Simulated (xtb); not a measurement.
xtb input (GFN1-xTB):

```bash
xtb mol.xyz --gfn 1 --sp --chrg 0 --uhf 0
```
mol.xyz:
```
4

V      0.02640047    -0.05177735    -0.15770495
O     -1.26537268    -0.95426977    -0.00144501
O     -0.35790681     1.41124491    -0.62617204
F      1.37544724    -0.27388024     0.96090559
```

End of the output:

```
         :::::::::::::::::::::::::::::::::::::::::::::::::::::
         ::                     SUMMARY                     ::
         :::::::::::::::::::::::::::::::::::::::::::::::::::::
         :: total energy             -15.795080744341 Eh    ::
         :: gradient norm              0.029711903262 Eh/a0 ::
         :: HOMO-LUMO gap              1.026666507621 eV    ::
         ::.................................................::
         :: SCC energy               -15.837155992498 Eh    ::
         :: -> electrostatic           0.154054083445 Eh    ::
         :: repulsion energy           0.042823741000 Eh    ::
         :: dispersion energy         -0.000748492843 Eh    ::
         :: halogen bond corr.         0.000000000000 Eh    ::
         :: add. restraining           0.000000000000 Eh    ::
         :: total charge               0.000000000001 e     ::
         :::::::::::::::::::::::::::::::::::::::::::::::::::::

           -------------------------------------------------
          |                Property Printout                |
           -------------------------------------------------

    * Orbital Energies and Occupations

         #    Occupation            Energy/Eh            Energy/eV
      -------------------------------------------------------------
         1        2.0000           -0.9378502             -25.5202
         2        2.0000           -0.8780694             -23.8935
         3        2.0000           -0.8374720             -22.7888
         4        2.0000           -0.6481766             -17.6378
         5        2.0000           -0.6323082             -17.2060
         6        2.0000           -0.6273877             -17.0721
         7        2.0000           -0.6235692             -16.9682
         8        2.0000           -0.6149477             -16.7336
         9        2.0000           -0.6086297             -16.5617
        10        2.0000           -0.6085618             -16.5598
        11        2.0000           -0.5982866             -16.2802
        12        2.0000           -0.5899651             -16.0538 (HOMO)
        13                         -0.5522358             -15.0271 (LUMO)
        14                         -0.4875594             -13.2672
Note: The following floating-point exceptions are signalling: IEEE_UNDERFLOW_FLAG IEEE_DENORMAL
normal termination of xtb
        15                         -0.4593972             -12.5008
        16                         -0.4095123             -11.1434
        17                         -0.4083056             -11.1106
        18                         -0.3439367              -9.3590
        19                         -0.2102048              -5.7200
        20                          0.0969634               2.6385
        21                          0.1606046               4.3703
      -------------------------------------------------------------
                  HL-Gap            0.0377293 Eh            1.0267 eV
             Fermi-level           -0.5711004 Eh          -15.5404 eV

  Mulliken/CM5 charges         n(s)   n(p)   n(d)
     1V     0.95023  1.62177   1.078  1.159  1.813
     2O    -0.36579 -0.63998   1.574  4.791  0.000
     3O    -0.36579 -0.63998   1.574  4.791  0.000
     4F    -0.21865 -0.34181   1.745  5.473  0.000

Wiberg/Mayer (AO) data.
largest (>0.10) Wiberg bond orders for each atom

 ---------------------------------------------------------------------------
     #   Z sym  total        # sym  WBO       # sym  WBO       # sym  WBO
 ---------------------------------------------------------------------------
     1  23 V    5.586 --     2 O    2.234     3 O    2.234     4 F    1.118
     2   8 O    2.511 --     1 V    2.234     3 O    0.175     4 F    0.101
     3   8 O    2.511 --     1 V    2.234     2 O    0.175     4 F    0.101
     4   9 F    1.321 --     1 V    1.118     3 O    0.101     2 O    0.101
 ---------------------------------------------------------------------------

Topologies differ in total number of bonds
Writing topology from bond orders to xtbtopo.mol

 dipole moment from electron density (au)
     X       Y       Z
   1.4318  -0.6204  -0.2695  total (Debye):    4.025

           -------------------------------------------------
          | TOTAL ENERGY              -15.795080744341 Eh   |
          | GRADIENT NORM               0.029711903262 Eh/α |
          | HOMO-LUMO GAP               1.026666507621 eV   |
           -------------------------------------------------

------------------------------------------------------------------------
------------------------------------------------------------------------
 total:
 SCF:
```
